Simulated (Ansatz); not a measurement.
Isomers of CdCl2⁺ (doublet), relaxed with r2SCAN-D4/def2-TZVP; total energies from Ansatz at CCSD(T)/def2-TZVPP.

```tsv
isomer	description	energy (Eh)
A	point group Cs; 1 × Cd–Cl 2.75 Å; 1 × Cl–Cl 1.99 Å	-1086.68875
B	point group D∞h; 2 × Cd–Cl 2.29 Å	-1086.69288
```

In the def2 sets Cd takes a core potential; there is no spin–orbit coupling. Correlated methods freeze 10 core orbitals; core or outer-core shells of Cd are correlated, in sets that lack core-valence functions. In CCSD on the charge 1 doublet the largest single amplitude is 0.16, so its Hartree–Fock determinant may place the open shell otherwise than the density functionals do.

The isomers come from a short search, and lower ones may exist.

**Question.** Work out the relative energies (1 Eh = 2625.5 kJ/mol) and the Boltzmann populations at 800 K from electronic energies alone (R = 8.314 J/mol/K).

**Answer.** ΔE: A 10.8, B 0.0 kJ/mol. RT = 6.65 kJ/mol. Factors exp(−ΔE/RT): A 0.197, B 1; sum 1.197. Populations: A 16.5 %, B 83.5 %. Zero-point energy, vibrational entropy and symmetry numbers are left out and can shift these; an error of 4 kJ/mol changes a ratio by a factor of 1.8. Over the other density-functional and correlated levels in def2 sets, the gap between B and A ranges from 42 to 82 kJ/mol.
